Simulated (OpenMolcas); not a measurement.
Computed levels of 3s2 3p2 in ions with 14 electrons, in cm-1 above 3P0.

```json
{
 "Program": "OpenMolcas 26.06",
 "Method": "MS-RASPT2, IPEA 0.25 Eh, imaginary shift 0.1 Eh",
 "Basis": "ANO-R3",
 "Scalar Hamiltonian": "X2C, finite nucleus",
 "Spin-orbit coupling": "RASSI with atomic mean-field integrals over the reference wave functions, term energies averaged over their components"
}
```

Active space for each ion: 2 electrons in 9 orbitals (RAS2 3p; RAS3 3d 4s, at most 1 electron); closed shells correlated by CASPT2: 2s 2p 3s.

```tsv
Level	P+	Cl3+
3P1	147	447
3P2	424	1243
1D2	8800	13530
1S0	26420	38260
```

Q: Estimate 3P2, 1D2, 1S0 for S2+ from its neighbours P+ and Cl3+.

A: 3P2 is fine structure, which grows about as the fourth power of a screened charge, so the fourth roots are averaged: ((424^0.25 + 1243^0.25) / 2)^4 = 753. The calculation gives 763, so the estimate is off by -1.3 %; the measured value is 833 (NIST levels in Podobedova, Kelleher and Wiese, J. Phys. Chem. Ref. Data 38, 171 (2009)).
1D2 is another term, which grows about linearly with the charge: (8800 + 13530) / 2 = 11165. The calculation gives 11160, so the estimate is off by 0 %; the measured value is 11323 (NIST levels in Podobedova, Kelleher and Wiese, J. Phys. Chem. Ref. Data 38, 171 (2009)).
1S0 is another term, which grows about linearly with the charge: (26420 + 38260) / 2 = 32340. The calculation gives 32460, so the estimate is off by -0.4 %; the measured value is 27161 (NIST levels in Podobedova, Kelleher and Wiese, J. Phys. Chem. Ref. Data 38, 171 (2009)).

CASPT2 does not keep the components of a term degenerate, so their means are used; among the terms shown or strongly mixed into the levels shown the widest spread is 190 cm-1 (3s2 3p2 1D, S2+). Over all roots computed the reference weight is 0.88 to 0.96 in P+, 0.85 to 0.96 in S2+, 0.82 to 0.97 in Cl3+; the roots of lowest weight are the least certain, and an intruder state may touch them. With the s shell closed, the reference lacks s² → p² mixing. Some terms miss by over 15 % even with CASPT2, which points to a basis or an active space too small for the shells correlated. Computed and measured levels are paired by configuration, term and J; levels that our copy of the source lacks, or whose pairing is in doubt (as where it misses far off the trend of its configuration), stay unpaired and out of the deviations. Levels of configurations outside the active space are missing.
